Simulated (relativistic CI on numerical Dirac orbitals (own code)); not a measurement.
Computed by Dirac-Coulomb-Breit CI, KLI orbitals optimised for each configuration, QED by a radiative potential, unscaled Slater integrals (own radial code, finite nucleus).

The strongest absorption lines from the ground level of an ion, among the configurations computed and to levels below about 239 eV (vacuum wavelength in Å, gf): 64.884 (4.9e-07), 98.483 (0.12), 99.589 (0.04), 113.47 (6.5e-05), 120.09 (1e-06), 122.51 (0.00013), 362.98 (1.6), 527.68 (0.018).

Which ion is it?
A. Nb11+
B. Tc13+
C. Nb13+
D. Y9+

A. Nb11+ has 30 electrons and the ground level 4s2 1S_0; the strongest line goes to 4s.4p 1P°_1. The pattern of lines fixes the number of electrons, and along that sequence the line energies rise steadily with the charge (about as its square where n changes within one kind of shell, about linearly where n is kept but much faster in heavy ions where fine structure, which grows about as Z⁴, sets the gap, and irregularly where shells cross), which fixes Z. Configurations outside the model, such as inner-shell arrays, can give stronger lines. At this charge energies of transitions that change n are usually good to better than 1 %, and those within a shell (Δn = 0) to a few per cent.

LS names give the leading component of a level, which can be under half, so a name can repeat, a term be missing and a line seem to break the LS rules.
